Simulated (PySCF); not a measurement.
## Correlation energy of Fe (iron, neutral)

[Ar] 3d7 4s1, high-spin 5F determinant (an excited configuration). All numbers are calculated (PySCF 2.14, the spin-free X2C one-electron Hamiltonian (Gaussian nucleus), in x2c-TZVPPall (6s5p4d2f1g, 64 functions)). Frozen: [Ne]; 16 electrons correlated.

| level | correlation energy (mhartree) |
| --- | --- |
| CCSD | -544.95 |
| (T) | -16.06 |
| CCSD(T) | -561.01 |

Diagnostics: T1 = 0.020, D1 = 0.0638, largest double amplitude 0.037.

Cost of the coupled-cluster step: about 40 core-seconds, for 16 correlated electrons.

Iterations:

```
CC2 = 0
CCSD nocc = (np.int64(10), np.int64(6)), nmo = (59, 59)
frozen orbitals [[0, 1, 2, 3, 4], [0, 1, 2, 3, 4]]
max_cycle = 100
direct = 0
conv_tol = 1e-08
conv_tol_normt = 1e-06
diis_space = 8
diis_start_cycle = 0
Init t2, MP2 energy = -0.574889430994875
Init E_corr(UCCSD) = -0.574889430997099
cycle = 1  E_corr(UCCSD) = -0.521412063474804  dE = 0.0534773675  norm(t1,t2) = 0.129635
cycle = 2  E_corr(UCCSD) = -0.549699379968867  dE = -0.0282873165  norm(t1,t2) = 0.067389
cycle = 3  E_corr(UCCSD) = -0.544305740249906  dE = 0.00539363972  norm(t1,t2) = 0.052477
cycle = 4  E_corr(UCCSD) = -0.544098787988402  dE = 0.000206952262  norm(t1,t2) = 0.0107148
cycle = 5  E_corr(UCCSD) = -0.544959371115659  dE = -0.000860583127  norm(t1,t2) = 0.00316211
cycle = 6  E_corr(UCCSD) = -0.544992293513275  dE = -3.29223976e-05  norm(t1,t2) = 0.00101624
cycle = 7  E_corr(UCCSD) = -0.544919917565117  dE = 7.23759482e-05  norm(t1,t2) = 0.000545796
cycle = 8  E_corr(UCCSD) = -0.544942509169343  dE = -2.25916042e-05  norm(t1,t2) = 0.000211073
cycle = 9  E_corr(UCCSD) = -0.544955214247135  dE = -1.27050778e-05  norm(t1,t2) = 9.48851e-05
cycle = 10  E_corr(UCCSD) = -0.544953146427406  dE = 2.06781973e-06  norm(t1,t2) = 3.98126e-05
cycle = 11  E_corr(UCCSD) = -0.544953430241752  dE = -2.83814347e-07  norm(t1,t2) = 1.6366e-05
cycle = 12  E_corr(UCCSD) = -0.5449528901472  dE = 5.40094553e-07  norm(t1,t2) = 5.00461e-06
cycle = 13  E_corr(UCCSD) = -0.54495284208552  dE = 4.80616797e-08  norm(t1,t2) = 1.65749e-06
cycle = 14  E_corr(UCCSD) = -0.544952925183974  dE = -8.30984542e-08  norm(t1,t2) = 6.64426e-07
cycle = 15  E_corr(UCCSD) = -0.544952889639763  dE = 3.55442112e-08  norm(t1,t2) = 2.18223e-07
cycle = 16  E_corr(UCCSD) = -0.544952891055704  dE = -1.41594114e-09  norm(t1,t2) = 6.19037e-08
UCCSD converged
E(UCCSD) = -1271.805493079785  E_corr = -0.544952891055704
UCCSD(T) correction = -0.0160574525029394
```

This basis was not built for core-valence correlation, so the inner-shell part is incomplete.
